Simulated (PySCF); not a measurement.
F2La, charge +2, doublet, at a GFN2-xTB geometry of the parent state (such geometries of metal compounds can be far from the true shape) (the multiplicity is a formal guess) (core potentials on La); PBE/def2-SVP (PySCF).

The PySCF input:
```python
from pyscf import gto, scf, dft

mol = gto.Mole()
mol.atom = '''
    La    0.351199    0.238831    0.074804
    F    -1.586339    0.283622   -1.330704
    F    -0.637918   -1.796216    0.856946
'''
mol.basis = 'def2-svp'
mol.ecp = {'La': 'def2-svp'}
mol.charge = 2
mol.spin = 1
mol.verbose = 4
mol.build()

mf = dft.UKS(mol)
mf.xc = 'pbe'
mf.kernel()
```

Predict the main parts of the log of this PySCF run.


```
PySCF version 2.14.0

[INPUT] verbose = 4
[INPUT] num. atoms = 3
[INPUT] num. electrons = 27
[INPUT] charge = 2
[INPUT] spin (= nelec alpha-beta = 2S) = 1
[INPUT] symmetry False subgroup None
[INPUT] Mole.unit = angstrom
[INPUT] Symbol           X                Y                Z      unit          X                Y                Z       unit  Magmom
[INPUT]  1 La     0.351199000000   0.238831000000   0.074804000000 AA    0.663669925221   0.451325180056   0.141359073022 Bohr   0.0
[INPUT]  2 F     -1.586339000000   0.283622000000  -1.330704000000 AA   -2.997746250716   0.535967902901  -2.514666112863 Bohr   0.0
[INPUT]  3 F     -0.637918000000  -1.796216000000   0.856946000000 AA   -1.205490309930  -3.394356300562   1.619393243542 Bohr   0.0

nuclear repulsion = 57.3125821932715
number of shells = 24
number of NR pGTOs = 105
number of NR cGTOs = 60
basis = def2-svp
ecp = {'La': 'def2-svp'}

******** <class 'pyscf.dft.uks.UKS'> ********
method = UKS
initial guess = minao
damping factor = 0
level_shift factor = 0
DIIS = <class 'pyscf.scf.diis.CDIIS'>
diis_start_cycle = 1
diis_space = 8
diis_damp = 0
SCF conv_tol = 1e-09
SCF conv_tol_grad = None
SCF max_cycles = 50
direct_scf = True
direct_scf_tol = 1e-13
number electrons alpha = 14  beta = 13
XC library pyscf.dft.libxc version 7.1.2
    S. Lehtola, C. Steigemann, M. J. T. Oliveira, and M. A. L. Marques,  SoftwareX 7, 1–5 (2018)
XC functionals = pbe
    J. P. Perdew, K. Burke, and M. Ernzerhof,  Phys. Rev. Lett. 77, 3865 (1996)
    J. P. Perdew, K. Burke, and M. Ernzerhof,  Phys. Rev. Lett. 78, 1396 (1997)
    J. P. Perdew, K. Burke, and M. Ernzerhof,  Phys. Rev. Lett. 77, 3865 (1996)
    J. P. Perdew, K. Burke, and M. Ernzerhof,  Phys. Rev. Lett. 78, 1396 (1997)
radial grids:
    Treutler-Ahlrichs [JCP 102, 346 (1995); DOI:10.1063/1.469408] (M4) radial grids

becke partition: Becke, JCP 88, 2547 (1988); DOI:10.1063/1.454033
pruning grids: <function nwchem_prune>
grids dens level: 3
symmetrized grids: False
atomic radii adjust function: <function treutler_atomic_radii_adjust>
small_rho_cutoff = 0
Set gradient conv threshold to 3.16228e-05
tot grids = 53232
init E= -227.697207702879

cycle= 1 E= -230.186858853231  delta_E= -2.49  |g|= 0.219  |ddm|=  7.2
cycle= 2 E= -230.137751298837  delta_E= 0.0491  |g|= 0.425  |ddm|= 0.693
cycle= 3 E= -230.201934495483  delta_E= -0.0642  |g|= 0.133  |ddm|= 0.408
cycle= 4 E= -230.048569121169  delta_E= 0.153  |g|= 0.525  |ddm|= 0.586
cycle= 5 E= -230.210777542119  delta_E= -0.162  |g|= 0.0214  |ddm|= 0.528
cycle= 6 E= -230.210658689187  delta_E= 0.000119  |g|= 0.0258  |ddm|= 0.0172
cycle= 7 E= -230.210713149282  delta_E= -5.45e-05  |g|= 0.0239  |ddm|= 0.00957
cycle= 8 E= -230.21071652043  delta_E= -3.37e-06  |g|= 0.0236  |ddm|= 0.00451
cycle= 9 E= -230.210579543604  delta_E= 0.000137  |g|= 0.0287  |ddm|= 0.00473
cycle= 10 E= -230.210419983144  delta_E= 0.00016  |g|= 0.0334  |ddm|= 0.00498
cycle= 11 E= -230.210207342162  delta_E= 0.000213  |g|= 0.0391  |ddm|= 0.00495
cycle= 12 E= -230.210914761782  delta_E= -0.000707  |g|= 0.0125  |ddm|= 0.023
cycle= 13 E= -230.210994000722  delta_E= -7.92e-05  |g|= 0.000198  |ddm|= 0.0107
cycle= 14 E= -230.210993639531  delta_E= 3.61e-07  |g|= 0.000872  |ddm|= 0.000976
cycle= 15 E= -230.210994018982  delta_E= -3.79e-07  |g|= 0.000156  |ddm|= 0.000886
cycle= 16 E= -230.210994031053  delta_E= -1.21e-08  |g|= 2.29e-05  |ddm|= 0.00012
cycle= 17 E= -230.210994031356  delta_E= -3.02e-10  |g|= 2.61e-06  |ddm|= 4.02e-05
Extra cycle  E= -230.210994030525  delta_E= 8.31e-10  |g|= 4.1e-05  |ddm|= 3.72e-05
converged SCF energy = -230.210994030525  <S^2> = 0.75888685  2S+1 = 2.0088672
```
